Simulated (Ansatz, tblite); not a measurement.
Forces on the cluster Rb₂Cl₃⁻ at its PBE0-D4/def2-SVPD geometry. Charge -1, multiplicity 1.

In the def2 sets Rb takes a core potential; there is no spin–orbit coupling. The xTB rows come from tblite. The structure comes from a short search, and lower isomers may exist.

GFN1-xTB (tblite), largest force 1.17 eV/Å:

```xyz
5
positions Å, forces eV/Å
Rb   -0.422    0.664   -1.596   -0.278    0.438   -1.053
Rb    0.422   -0.664    1.596    0.278   -0.438    1.053
Cl   -2.324    0.741    0.922    0.235   -0.075   -0.093
Cl    0.288   -2.366   -1.060   -0.029    0.239    0.107
Cl    2.036    1.624    0.138   -0.205   -0.164   -0.014
```

GFN2-xTB (tblite), largest force 1.23 eV/Å:

```
Rb -0.292 0.460 -1.106
Rb 0.292 -0.460 1.106
Cl 0.151 -0.048 -0.060
Cl -0.019 0.153 0.069
Cl -0.132 -0.105 -0.009
```

PBE-D4/def2-TZVPD (Ansatz), largest force 0.05 eV/Å:

```
Rb -0.011 0.018 -0.045
Rb 0.011 -0.018 0.045
Cl -0.030 0.010 0.013
Cl 0.004 -0.031 -0.014
Cl 0.027 0.022 0.002
```
